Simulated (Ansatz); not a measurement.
AlClH6Si2 (`[AlH2][SiH]([SiH3])Cl`). The species carries charge 0 and has multiplicity 1.

```xyz
10

Al    1.939   -0.385    1.133
Si   -0.230    0.636    0.597
Si   -1.170   -0.167   -1.393
Cl   -1.605    0.277    2.121
H     2.092   -1.354    2.378
H     3.175   -0.083    0.182
H    -0.116    2.119    0.467
H    -2.507    0.436   -1.635
H    -1.311   -1.646   -1.321
H    -0.266    0.167   -2.528
```

Q: List the harmonic frequencies (cm⁻¹, unscaled) at PBE0-D4/def2-TZVP in Ansatz. (An estimate is asked.)

A: Computed: 68, 77, 96, 113, 123, 336, 393, 431, 455, 509, 540, 564, 675, 745, 770, 869, 931, 938, 1914, 1935, 2182, 2211, 2223, 2231.

Q: Is this a minimum?

A: Yes, all 24 modes are real.

Q: Give the ideal-gas thermochemistry at 298.15 K and 1 bar (rigid rotor, harmonic oscillator; point group C1, symmetry number 1).

A: Zero-point energy 127.6 kJ/mol; H(298) − E = 153.3 kJ/mol; entropy 393.0 J/(mol·K), of which translation 169.0, rotation 120.2, vibration 103.8; G(298) − E = 36.1 kJ/mol. Modes under 100 cm⁻¹ are hindered rotations or soft bends, so the harmonic entropy is rough.

Q: And at 400, 500, 600, 800 and 1000 K?

A: 
| T (K) | H − E (kJ/mol) | S (J/mol/K) | G − E (kJ/mol) |
| --- | --- | --- | --- |
| 400 | 167.4 | 433.7 | -6.1 |
| 500 | 182.9 | 468.2 | -51.2 |
| 600 | 199.6 | 498.5 | -99.6 |
| 800 | 235.7 | 550.3 | -204.6 |
| 1000 | 274.5 | 593.6 | -319.1 |
